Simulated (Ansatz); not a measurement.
Consider the hydrogenolysis of the Si–C bond: `C[Si](F)(F)C#N` + H₂ → `C[SiH](F)F` + `C#N`.

Isolated molecules relaxed with PBE0-D4/def2-TZVP in Ansatz; ΔE leaves out vibrations. CCSD(T)/CBS adds triple-zeta CCSD(T) − MP2 to the extrapolated MP2 energy (def2 sets, frozen cores). This one scheme is used for every species. DFT in def2-TZVPP. B3LYP here is the variant with VWN-RPA as its local correlation; programs differ in this.

(1) Is it downhill or uphill in electronic energy at CCSD(T)/CBS, and by how much? (Estimate.)

(2) What do these levels give: BLYP-D4, CAM-B3LYP-D4, PBE-QIDH, B3LYP, HF/def2-QZVPP, HF/CBS(def2)? (Estimate.)

Largest T1 diagnostic among the species: 0.014.

Results:

(1) Ansatz gave: Uphill: ΔE = +4.3 kcal/mol.

(2) Computed: BLYP-D4 5.3, CAM-B3LYP-D4 3.6, PBE-QIDH 4.0, B3LYP 2.6, HF/def2-QZVPP 0.4, HF/CBS(def2) 0.4 kcal/mol.

Leaving LDA and LC-ωPBE aside and taking each functional with its dispersion term where it has one, the values, not all of them listed here, spread over 2.5 kcal/mol, from CAM-B3LYP-D4 to revPBE-D4. In def2-TZVPP, CCSD(T) changes the Hartree–Fock value by +3.9 kcal/mol (the triples alone add +1.0 kcal/mol) and MP2 by +5.2 kcal/mol. At CCSD(T), def2-SVP lies −2.5 kcal/mol from the extrapolated value and def2-TZVPP −0.1 kcal/mol.
